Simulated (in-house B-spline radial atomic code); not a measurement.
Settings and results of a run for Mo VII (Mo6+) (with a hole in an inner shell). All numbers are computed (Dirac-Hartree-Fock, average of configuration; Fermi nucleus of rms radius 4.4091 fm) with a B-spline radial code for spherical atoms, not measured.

Command:
```bash
python run_scf.py task.json out
```
Settings (nuclear radius in fm, mass in u):
```
Z                42
configuration    2s2 2p6 3s2 3p6 3d10 4s2 4p6 4d2
hamiltonian      dirac
method           hf
spin_polarised   False
nucleus          fermi
rms_radius       4.4091
atomic_mass      97.9054
speed_of_light   137.035999084
```

Output (hartree, bohr):
```
 radial grid: 67 intervals, B-splines of order 8, outer radius 15.5224 bohr

 iter        energy (Eh)    residual
    1       -2520.866649    1.72e+00
    2       -2538.931867    5.98e-01
    3       -2542.389095    1.59e-01
    4       -2542.692330    4.14e-02
    5       -2542.715361    2.17e-02
    6       -2542.720346    4.38e-04
    7       -2542.720349    6.43e-05
    8       -2542.720349    6.58e-06
    9       -2542.720349    3.62e-07

 total energy                     -2542.72035
 kinetic                            2615.4145
 electron-nucleus                  -6421.3193
 electron-electron                  1263.1844

 first-order corrections (not in the total)
   Gaunt                             0.7172
   retardation                      -0.0531
   frequency dependence             -0.0006
   self-energy                       0.2810
   Uehling                          -0.0272
   Wichmann-Kroll                    0.0004
   recoil                            0.0115

 orbital      occ     eigenvalue          <r>       <r^2>       <1/r>     <1/r^2>     <1/r^3>       r_max    small
 2s1/2      2.000      -119.9784     0.148254   0.0259821      10.338     474.734           -       0.126  5.22e-03
 2p1/2      2.000      -113.5232     0.124715   0.0190746     10.3508     155.361           -     0.09653  5.25e-03
 2p3/2      4.000      -108.9021     0.129276    0.020373     9.83421     131.423     2697.13      0.1003  5.07e-03
 3s1/2      2.000       -25.1844     0.406434    0.189059     3.59609     89.3219           -      0.3669  1.44e-03
 3p1/2      2.000       -21.9986     0.395235    0.181551     3.52018     28.9488           -      0.3498  1.40e-03
 3p3/2      4.000       -21.1844     0.404975    0.190411     3.39792      24.698     471.357      0.3587  1.36e-03
 3d3/2      4.000       -14.7725     0.379392    0.171936     3.22936     13.2252     72.3972      0.2992  1.25e-03
 3d5/2      6.000       -14.6075     0.382747    0.174838      3.1956     12.8986     68.7733      0.3019  1.23e-03
 4s1/2      2.000        -6.4929      1.00389     1.13307     1.35676     16.3359           -      0.9166  3.48e-04
 4p1/2      2.000        -5.3060      1.05621     1.26265     1.26945     5.10175           -      0.9505  3.13e-04
 4p3/2      4.000        -5.1666      1.07778     1.31412     1.23705     4.41268     75.6863      0.9707  3.03e-04
 4d3/2      0.800        -3.4222      1.25747     1.81635     1.03397     1.97724     8.84642       1.093  2.26e-04
 4d5/2      1.200        -3.4033      1.26565     1.83945     1.02606     1.93473     8.39777       1.101  2.23e-04
```

Time taken, with all properties: 1 s on 1 thread of Arm Neoverse V1, with other jobs on the host.

For the Dirac Hamiltonian the kinetic term is c α·p + (β - 1)c².
